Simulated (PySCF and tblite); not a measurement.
Computed ¹H and ¹³C shifts (ppm) of 4 molecules with 5 carbons each, averaged over conformers at 298.15 K: GIAO WP04/pcSseg-1 (IEF-PCM, chloroform) on PBE0-D3(BJ)/def2-SVP geometries, unscaled, against TMS (¹H), TMS (¹³C) at the same level; H on other atoms than carbon is left out (PySCF, tblite).

P. ¹H: 2.25 (2H), 2.17 (3H), 1.39 (2H), 0.90 (3H) ¹³C: 219.6 (1C), 47.4 (1C), 32.7 (1C), 23.0 (1C), 16.9 (1C)
Q. ¹H: 5.58 (1H), 1.03 (9H) ¹³C: 129.0 (1C), 41.3 (1C), 24.7 (3C)
R. ¹H: 3.26 (2H), 3.25 (3H), 2.41 (2H), 1.69 (2H) ¹³C: 125.6 (1C), 72.2 (1C), 60.5 (1C), 30.6 (1C), 17.9 (1C)
S. ¹H: 3.39 (4H), 1.42 (2H), 1.31 (4H) ¹³C: 71.2 (2C), 30.2 (2C), 27.8 (1C)

The molecules:
1. C₅H₉NO, SMILES COCCCC#N
2. (CH3)3CCHF2, C₅H₁₀F₂, SMILES CC(C)(C)C(F)F
3. 2H-Pyran, tetrahydro-, C5H10O, SMILES C1CCOCC1
4. C5H10O, SMILES CCCC(C)=O

**Question.** Which spectrum belongs to which molecule?

**Answer.** P is 4; Q is 2; R is 1; S is 3.

Assigned:
1. [CH3:1][O:2][CH2:3][CH2:4][CH2:5][C:6]#[N:7]: ¹³C: 125.6 (C6), 72.2 (C3), 60.5 (C1), 30.6 (C4), 17.9 (C5) ppm.
2. [CH3:1][C:2]([CH3:3])([CH3:4])[CH:5]([F:6])[F:7]: ¹³C: 129.0 (C5), 41.3 (C2), 24.7 (C1/C3/C4) ppm.
3. [CH2:1]1[CH2:2][CH2:3][O:4][CH2:5][CH2:6]1: ¹³C: 71.2 (C3/C5), 30.2 (C2/C6), 27.8 (C1) ppm.
4. [CH3:1][CH2:2][CH2:3][C:4]([CH3:5])=[O:6]: ¹³C: 219.6 (C4), 47.4 (C3), 32.7 (C5), 23.0 (C2), 16.9 (C1) ppm.

Unscaled shifts at such levels can be off by 15 ppm or more for ¹³C and 0.8 ppm for ¹H.

For scale, the study of COCCCC#N took 19 min on 1 thread of Intel Xeon @ 2.50GHz, on a host shared with other jobs (rough), launched as `OMP_NUM_THREADS=1 python ens_run.py task.json out`.
